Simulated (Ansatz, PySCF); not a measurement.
System: sulfur trioxide, SO3, charge 0, multiplicity 1. 
Coordinates optimised at B3LYP-D3(BJ)/def2-TZVP (Ansatz, an electronic-structure program):
```xyz
4

O     -0.7068    -1.2388    -0.0328
S      0.0000     0.0000     0.0000
O     -0.7195     1.2319     0.0059
O      1.4264     0.0069     0.0269
```
Charge 0, spin multiplicity 1.

Total electronic energies in hartree. Correlated levels leave the core frozen unless marked. Spin-orbit coupling is left out. No relativistic terms. CBS(X,Y): correlation extrapolated as X^-3; Hartree-Fock from the larger set. The bracket is a focal-point correction in the basis named.

| level | program | energy (Eh) |
|---|---|---|
| HF/aug-cc-pV(D+d)Z | Ansatz | -622.07145 |
| HF/cc-pV(D+d)Z | Ansatz | -622.03757 |
| RI-HF/aug-cc-pV(T+d)Z | Ansatz | -622.16933 |
| SVWN5/def2-TZVPD | Ansatz | … |
| PBE/def2-TZVPD | Ansatz | -623.56525 |
| BP86-D4/def2-TZVPD | PySCF + dftd4 | -624.00274 |
| TPSS-D4/def2-TZVPD | PySCF + dftd4 | -623.99960 |
| B97M-V/def2-TZVPD | Ansatz | -623.77494 |
| PBE0-D3(BJ)/def2-TZVP | Ansatz + dftd3 | -623.57076 |
| PBE0-D4/def2-TZVPD | Ansatz + dftd4 | -623.57288 |
| r2SCAN0-D4/def2-TZVPD | Ansatz + dftd4 | … |
| MN15/def2-TZVPD | PySCF | … |
| CAM-B3LYP-D3(BJ)/def2-TZVPD | Ansatz + dftd3 | -623.88327 |
| B2PLYP-D3(BJ)/def2-TZVPD | Ansatz + dftd3 | -623.68640 |
| MP2/cc-pV(T+d)Z | Ansatz | -623.05936 |
| MP2/CBS(cc-pV(T+d)Z,cc-pV(Q+d)Z) | Ansatz | -623.2087 |
| RI-MP2/CBS(aug-cc-pV(T+d)Z,aug-cc-pV(Q+d)Z) | Ansatz | -623.2117 |
| CCSD/6-31G | Ansatz | -622.03048 |
| CCSD/6-31G* | Ansatz | -622.66041 |
| CCSD(T)/cc-pV(D+d)Z | Ansatz | -622.76077 |
| RI-MP2/CBS(cc-pV(T+d)Z,cc-pV(Q+d)Z)+[CCSD(T)-MP2]/cc-pV(D+d)Z | Ansatz | -623.2266 |
| RI-MP2/CBS(cc-pV(T+d)Z,cc-pV(Q+d)Z)+[CCSD(T)-MP2]/cc-pV(T+d)Z | Ansatz | -623.2364 |
| CCSD(T)/CBS(cc-pV(T+d)Z,cc-pV(Q+d)Z) | Ansatz | -623.2332 |

Problem. What belongs in the gaps?

Solution. 
- SVWN5/def2-TZVPD, energy (Eh): -621.02918
- r2SCAN0-D4/def2-TZVPD, energy (Eh): -623.76613
- MN15/def2-TZVPD, energy (Eh): -623.61758
